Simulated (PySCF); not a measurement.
SiH2Br2, SMILES Br[SiH2]Br. Coordinates come from a r2SCAN-D4/def2-SVP optimisation.

Computed with r2SCAN-D4/def2-SVP in PySCF.

Harmonic wavenumbers (cm⁻¹): 119, 399, 470, 551, 688, 845, 936, 2256, 2272. Rotational constants (GHz): 10.55, 0.9379, 0.8705; symmetry number 2.

Problem. Work out the zero-point energy and the ideal-gas rigid-rotor harmonic-oscillator thermochemistry at 298.15 K and 1 atm.

Solution. ZPE = ½ Σ hcν = ½ × 8535 cm⁻¹ = 51.05 kJ/mol. H − E(el) = 65.37 kJ/mol. Entropy in J/(mol K): translation 174.18, rotation 111.45, vibration 25.02, total 310.64. G − E(el) = -27.24 kJ/mol. Cp = 65.71 J/(mol K). Modes under 150 cm⁻¹ make the vibrational entropy uncertain.
